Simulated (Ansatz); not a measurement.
Cu₅Te, relaxed as a doublet with UKS PBE-D4/def2-SVP in Ansatz, starting from the GFN1-xTB geometry. Force threshold 0.02 eV/Å.

In the def2 sets Te takes a core potential; there is no spin–orbit coupling. The structure comes from a short search, and lower isomers may exist.

Start:

```xyz
6

Cu   -0.845   -0.005    0.930
Cu    0.728   -1.122   -0.501
Cu   -0.814    1.417   -1.082
Cu    1.434   -0.651    1.720
Cu    1.121    1.250    0.310
Te   -1.623   -0.890   -1.377
```

Problem. Estimate the energy that the relaxation releases and the steps that it takes.

Solution. 0.19 eV, in 6 steps; 43 s on 4 threads of Arm Neoverse V1 on a shared host. No frequencies were taken in this run, so the end may be a saddle point.

Problem. Does the start keep its bonding?

Solution. By distances, no bond broke or formed. The bond that changes most is Cu1–Cu4, from 2.50 to 2.42 Å (atoms count from 1). The end is the same structure that another start reached, the lowest one found.

Problem. Predict the relaxed structure.

Solution. 
Cartesian coordinates in Å:
```
Cu -0.848 -0.047 0.944
Cu 0.705 -0.841 -0.640
Cu -0.576 1.225 -1.179
Cu 1.367 -0.683 1.682
Cu 1.145 1.331 0.456
Te -1.793 -0.985 -1.264
```
Bond lengths (bridged metal pairs left out): 6 × Cu–Cu 2.37 to 2.47 Å; 3 × Cu–Te 2.53 to 2.58 Å.
